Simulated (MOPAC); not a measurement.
MOPAC input (PM3):

```
PM3 PRECISE GNORM=0.05 LET XYZ UHF MS=0.5 GEO-OK AUX(PRECISION=9) THREADS=1
C4H10B

C    -1.67917000 1   -1.26128600 1   -0.12052100 1
B    -0.58351000 1   -0.18098000 1   -0.11083400 1
C    -0.89939200 1    1.27904900 1   -0.60047000 1
C     0.85232700 1   -0.58777400 1    0.40450900 1
C     1.95037800 1    0.47687500 1    0.40352800 1
H    -1.50828900 1   -2.28305900 1    0.20901900 1
H    -2.69479900 1   -1.07352500 1   -0.45740100 1
H    -0.23216900 1    1.55874500 1   -1.42445200 1
H    -0.68096600 1    2.00493000 1    0.19174400 1
H    -1.92764800 1    1.43631400 1   -0.92955900 1
H     1.17799600 1   -1.46049000 1   -0.18014700 1
H     0.73118300 1   -0.99733900 1    1.41825700 1
H     2.13209400 1    0.86018700 1   -0.60303700 1
H     1.67727300 1    1.33132300 1    1.02672800 1
H     2.89801500 1    0.08663000 1    0.78074000 1
```

Output:

```
 *******************************************************************************
 **                                                                           **
 **                              MOPAC v23.2.5                                **
 **                                                                           **
 *******************************************************************************
 ** MOPAC's Digital Object Identifier: https://doi.org/10.5281/zenodo.6511958 **
 **                                                                           **
 ** Please cite the open-source release paper for use of this MOPAC version:  **
 ** J. E. Moussa and J. J. P. Stewart (2026)                                  **
 ** MOPAC: An open-source semiempirical molecular orbital program             **
 ** J. Open Source Softw., 11(119), 8025, https://doi.org/10.21105/joss.08025 **
 *******************************************************************************

                              PM3 CALCULATION RESULTS

 *******************************************************************************
 *  PM3        - The PM3 Hamiltonian to be used
 *  GEO-OK     - OVERRIDE INTERATOMIC DISTANCE AND OTHER SAFETY CHECKS
 *  UHF        - UNRESTRICTED HARTREE-FOCK CALCULATION
 *  MS=        - IN MECI, MAGNETIC COMPONENT OF SPIN =  0.5
 *  LET        - OVERRIDE SOME SAFETY CHECKS
 *  PRECISE    - TIGHTER CRITERIA TO BE USED
 *  XYZ        - CARTESIAN COORDINATE SYSTEM TO BE USED
 *  GNORM      - EXIT WHEN GRADIENT NORM DROPS BELOW 0.050
 *  AUX        - OUTPUT AUXILIARY INFORMATION
 *******************************************************************************
PM3 PRECISE GNORM=0.05 LET XYZ UHF MS=0.5 GEO-OK AUX(PRECISION=9) THREADS=1
 C4H10B

   ATOM   CHEMICAL          X               Y               Z
  NUMBER   SYMBOL      (ANGSTROMS)     (ANGSTROMS)     (ANGSTROMS)

     1       C         -1.67917000  *  -1.26128600  *  -0.12052100  *
     2       B         -0.58351000  *  -0.18098000  *  -0.11083400  *
     3       C         -0.89939200  *   1.27904900  *  -0.60047000  *
     4       C          0.85232700  *  -0.58777400  *   0.40450900  *
     5       C          1.95037800  *   0.47687500  *   0.40352800  *
     6       H         -1.50828900  *  -2.28305900  *   0.20901900  *
     7       H         -2.69479900  *  -1.07352500  *  -0.45740100  *
     8       H         -0.23216900  *   1.55874500  *  -1.42445200  *
     9       H         -0.68096600  *   2.00493000  *   0.19174400  *
    10       H         -1.92764800  *   1.43631400  *  -0.92955900  *
    11       H          1.17799600  *  -1.46049000  *  -0.18014700  *
    12       H          0.73118300  *  -0.99733900  *   1.41825700  *
    13       H          2.13209400  *   0.86018700  *  -0.60303700  *
    14       H          1.67727300  *   1.33132300  *   1.02672800  *
    15       H          2.89801500  *   0.08663000  *   0.78074000  *

          CARTESIAN COORDINATES

    NO.       ATOM           X           Y           Z

     1         C         -1.6792     -1.2613     -0.1205
     2         B         -0.5835     -0.1810     -0.1108
     3         C         -0.8994      1.2790     -0.6005
     4         C          0.8523     -0.5878      0.4045
     5         C          1.9504      0.4769      0.4035
     6         H         -1.5083     -2.2831      0.2090
     7         H         -2.6948     -1.0735     -0.4574
     8         H         -0.2322      1.5587     -1.4245
[...]
   5    C        1.915373041     0.468372546     0.357600208
   6    H       -2.238099052    -1.466742217     0.718523528
   7    H       -1.875188980    -1.759900428    -1.044805729
   8    H       -0.309088260     1.549421107    -1.364065915
   9    H       -0.650560885     1.949311568     0.323239515
  10    H       -1.964520120     1.418862233    -0.742345983
  11    H        1.162383948    -1.442714459    -0.308508828
  12    H        0.750227868    -1.050270769     1.359244959
  13    H        2.057960897     0.909248346    -0.638522735
  14    H        1.660549144     1.290057256     1.040952239
  15    H        2.885813785     0.066690984     0.678615704

           Empirical Formula: C4 H10 B  =    15 atoms

      MOLECULAR POINT GROUP   :   Cs

          ALPHA EIGENVALUES
 -36.20257 -30.62899 -27.88001 -22.93435 -16.87552 -16.04460 -15.30470 -14.23753
 -14.13894 -13.32414 -13.15981 -12.05938 -11.86206 -11.57394  -9.37572   0.96617
   3.44608   3.73197   3.86169   4.04602   4.10647   4.37454   4.43230   4.48849
   4.73162   4.77375   4.98902   5.01632   5.08384   5.18195

           BETA EIGENVALUES
 -36.08248 -30.31935 -27.10477 -22.66505 -16.78359 -15.96225 -15.15968 -14.05909
 -13.96856 -13.20284 -13.13865 -11.84941 -11.73782 -11.33320   0.75151   0.91474
   3.84605   3.93247   4.06016   4.10381   4.17330   4.48075   4.55199   4.60454
   4.79682   4.94089   5.07201   5.08345   5.35058   5.43061

              NET ATOMIC CHARGES AND DIPOLE CONTRIBUTIONS

  ATOM NO.   TYPE          CHARGE      No. of ELECS.   s-Pop       p-Pop
    1          C          -0.257282        4.2573     1.19950     3.05778
    2          B          -0.026205        3.0262     1.04319     1.98301
    3          C          -0.179918        4.1799     1.11083     3.06909
    4          C          -0.163056        4.1631     1.12908     3.03397
    5          C          -0.081370        4.0814     1.13176     2.94961
    6          H           0.104703        0.8953     0.89530
    7          H           0.104673        0.8953     0.89533
    8          H           0.081783        0.9182     0.91822
    9          H           0.079914        0.9201     0.92009
   10          H           0.061360        0.9386     0.93864
   11          H           0.087496        0.9125     0.91250
   12          H           0.087983        0.9120     0.91202
   13          H           0.034521        0.9655     0.96548
   14          H           0.034778        0.9652     0.96522
   15          H           0.030620        0.9694     0.96938
 DIPOLE           X         Y         Z       TOTAL
 POINT-CHG.     0.283     0.208     0.015     0.351
 HYBRID        -0.164    -0.156    -0.015     0.227
 SUM            0.119     0.052     0.000     0.130

          ATOMIC ORBITAL ELECTRON POPULATIONS

     Atom    s        px        py        pz
    1  C   1.19950   1.02595   1.02139   1.01044
    2  B   1.04319   0.82964   0.84590   0.30747
    3  C   1.11083   1.02564   1.02939   1.01406
    4  C   1.12908   1.01242   1.00082   1.02073
    5  C   1.13176   0.96586   0.97791   1.00584
    6  H   0.89530
    7  H   0.89533
    8  H   0.91822
    9  H   0.92009
   10  H   0.93864
   11  H   0.91250
   12  H   0.91202
   13  H   0.96548
   14  H   0.96522
   15  H   0.96938

                    (SZ)    =    0.500000
                    (S**2)  =    0.770597

          ATOMIC ORBITAL SPIN POPULATIONS

    Atom   Total    s     px     py     pz
         Atomic
    1  C  1.1785  0.070  0.453  0.519  0.136
    2  B -0.1267 -0.025 -0.048 -0.051 -0.003
    3  C  0.0647  0.012  0.007  0.037  0.008
    4  C  0.0558  0.011  0.029  0.008  0.008
    5  C -0.0062 -0.001 -0.002 -0.002 -0.001
    6  H -0.0739 -0.074
    7  H -0.0739 -0.074
    8  H -0.0029 -0.003
    9  H -0.0044 -0.004
   10  H -0.0071 -0.007
   11  H -0.0041 -0.004
   12  H -0.0029 -0.003
   13  H  0.0006  0.001
   14  H  0.0006  0.001
   15  H  0.0018  0.002

 **********************
 *                    *
 * JOB ENDED NORMALLY *
 *                    *
 **********************

 == MOPAC DONE ==
```

The geometry given is a B3LYP-D3(BJ)/def2-TZVP minimum.
